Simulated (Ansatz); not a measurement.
Ansatz (a program for electronic structure) input (CCSD(T)/def2-SVPD):

Ansatz 0.2 input:
```yaml
crystal:
  periodic: [false, false, false]
  atoms:
    - {symbol: Pb, position_ang: [0.02086656, 0.01693308, 1.04302313]}
    - {symbol: I, position_ang: [1.18065540, -2.06159459, -0.79755337]}
    - {symbol: I, position_ang: [-1.21293952, 2.03539625, -0.81618054]}
basis:
  gaussian:
    orbitals: def2-SVPD
total_charge: -1
magnetization: {spin_polarized: true, initial_magnetization: 1}
correlation: {method: ccsd_t, electrons: outside_noble_gas}
output: {forces: true}
```

End of the output:

```
mean field evaluation 352: about -21367.9569 eV, gradient 4.9e-1 eV
mean field -21370.05144926 eV, -785.3349056190 hartree, gradient 9.4e-6 eV, S^2 0.761544; 7 other end points of the search recorded, 0 dependent functions left out
determinant -21370.05144926 eV, -785.3349056190 hartree, with singles and doubles -21377.84933722 eV, -785.6214727162 hartree
determinant -21368.75688299 eV, -785.2873311862 hartree, with singles and doubles -21376.66594614 eV, -785.5779838961 hartree
determinant -21368.08854221 eV, -785.2627701157 hartree, with singles and doubles -21376.04227311 eV, -785.5550643348 hartree
determinant -21366.59118118 eV, -785.2077431126 hartree, with singles and doubles -21374.74388030 eV, -785.5073492792 hartree
27 core orbitals not correlated
reference -21370.05144926 eV, -785.3349056190 hartree; 10, 9 occupied and 65, 66 virtual orbitals, 1305 factors
densities: 0.85 GiB planned
second order -7.11131927 eV of doubles, -0.00000000 eV of singles
coupled cluster: 0.57 GiB planned
cycle   1  -7.79853117 eV  change   -1.2e-1 eV  update   2.3e-2
cycle   2  -7.81006941 eV  change   -1.2e-2 eV  update   6.5e-3
cycle   3  -7.81181110 eV  change   -1.7e-3 eV  update   3.1e-3
cycle   4  -7.81250625 eV  change   -7.0e-4 eV  update   8.0e-4
cycle   5  -7.81248694 eV  change    1.9e-5 eV  update   3.0e-4
cycle   6  -7.81252109 eV  change   -3.4e-5 eV  update   1.3e-4
cycle   7  -7.81254200 eV  change   -2.1e-5 eV  update   5.5e-5
cycle   8  -7.81253811 eV  change    3.9e-6 eV  update   2.0e-5
cycle   9  -7.81253661 eV  change    1.5e-6 eV  update   7.7e-6
cycle  10  -7.81253649 eV  change    1.3e-7 eV  update   3.3e-6
cycle  11  -7.81253646 eV  change    2.5e-8 eV  update   1.4e-6
cycle  12  -7.81253651 eV  change   -5.4e-8 eV  update   5.5e-7
perturbative correction -0.24138814 eV, -0.0088708505 hartree
the calculation of the forces begins
Total energy: -21378.10537391 eV, -785.6308818909 hartree
Atom 0 at     0.020867     0.016933     1.043023 Å, force     0.006425     0.005214     0.321149 eV/Å
Atom 1 at     1.180655    -2.061595    -0.797553 Å, force     0.094341    -0.169584    -0.159815 eV/Å
Atom 2 at    -1.212940     2.035396    -0.816181 Å, force    -0.100766     0.164370    -0.161334 eV/Å
Dipole moment:     0.015143     0.012288     0.756930 e Å
```
